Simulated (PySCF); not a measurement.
Species: C3H9OSi (charge 0, doublet). It need not be the lowest isomer of its formula. SMILES: C[Si](C)(C)[O]
Structure (B3LYP-D3(BJ)/def2-TZVP (Ansatz) minimum search):
```
Si
O 1 1.6620
C 1 1.8718 2 111.70
H 3 1.0912 1 110.97 2 56.21
H 3 1.0920 4 108.04 1 121.91
H 3 1.0930 4 108.36 5 116.42
C 1 1.8718 2 111.70 3 -124.41
H 7 1.0912 1 110.97 2 -56.21
H 7 1.0920 8 108.04 1 -121.91
H 7 1.0930 8 108.36 9 -116.42
C 1 1.8898 2 100.51 3 117.79
H 11 1.0893 1 111.22 2 -60.90
H 11 1.0893 12 109.08 1 -123.04
H 11 1.0937 12 108.85 13 -118.63
```
Charge 0, spin multiplicity 2.

Dispersion corrections to the total energy (kcal/mol) from the dftd3 and dftd4 libraries through PySCF: D3(BJ) without and D4 with the three-body term, each with the damping fitted for the functional named.

```json
[
 {"functional": "LC-wPBE", "D3(BJ)": "-6.52", "D4": "-7.25"},
 {"functional": "PW6B95", "D3(BJ)": "-3.55", "D4": "-5.63"},
 {"functional": "PBE0", "D3(BJ)": "-5.98", "D4": "___"},
 {"functional": "BLYP", "D3(BJ)": "___", "D4": "-14.23"},
 {"functional": "TPSSh", "D3(BJ)": "___", "D4": "-8.02"},
 {"functional": "TPSS", "D3(BJ)": "-8.63", "D4": "-8.80"},
 {"functional": "HF", "D3(BJ)": "-50.81", "D4": "-22.48"}
]
```

**Question.** Fill in the missing entries.

**Answer.** 
- PBE0, D4: -5.54
- BLYP, D3(BJ): -14.42
- TPSSh, D3(BJ): -7.97
